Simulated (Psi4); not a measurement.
Here is a job for Psi4.
```
memory 2 GB

molecule {
-1 2
  Br    0.00207155    0.00926035   -1.52134918
  Br   -0.01279233    0.01168669    1.52944246
}

set basis 3-21g
set reference uks

optimize('b3lyp')
print_variables()
```

**Question.** Predict the number of basis functions from B3LYP/3-21G in Psi4.

**Answer.** 46

**Question.** What is the computed nuclear repulsion energy (B3LYP/3-21G)?

**Answer.** 213.4441 Eh

**Question.** What is the computed total energy at the end of the optimisation (B3LYP/3-21G)?

**Answer.** -5123.6712 Eh

**Question.** What is the computed <S^2> (B3LYP/3-21G)?

**Answer.** 0.751

A gas-phase anion may not be bound at this level; its values then depend on the basis.

These values belong to the state on which the SCF converged, which isn't shown to be the lowest.
